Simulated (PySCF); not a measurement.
**Excitation energy of Pb by level of theory**

Pb [Xe] 4f14 5d10 6s2 6p2 (3P) → Pb [Xe] 4f14 5d10 6s1 6p3 (5S), as a difference of total energies. Calculation: PySCF 2.14, in x2c-TZVPPall with one added diffuse shell each of s, p, d, f type (12s8p7d4f, 99 functions); the spin-free X2C one-electron Hamiltonian (Gaussian nucleus). Correlated levels: valence and next inner shell: [Kr] 4d10 4f14 frozen. The calculations carry no spin-orbit coupling.

```json
{"method": "UHF", "excitation energy (eV)": "4.692"}
{"method": "MP2 (valence and next inner shell)", "excitation energy (eV)": "6.404"}
{"method": "SCS-MP2 (valence and next inner shell)", "excitation energy (eV)": "6.535"}
{"method": "CCSD (valence and next inner shell)", "excitation energy (eV)": "6.117"}
{"method": "CCSD(T) (valence and next inner shell)", "excitation energy (eV)": "6.193"}
```

Task: How much does correlation contribute at CCSD(T) (valence and next inner shell)?

Result: 6.193 − (4.692) = 1.501 eV, measured against UHF.

Spin-orbit coupling is strong in these open shells (close to jj coupling). The scalar numbers leave it out and a first-order estimate fails, so it can dominate the gap to the real levels.
